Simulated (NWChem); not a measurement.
System: SiH₂ClF; SMILES F[SiH2]Cl

Give the equilibrium geometry at B3LYP/6-31G* (spherical d) (NWChem) as a Z-matrix, with the point group.

point group Cs; any orientation.
```
Si
F 1 1.6057
H 1 1.4774 2 108.97
H 1 1.4774 3 113.44 2 121.58
Cl 1 2.0612 3 108.13 4 119.92
```
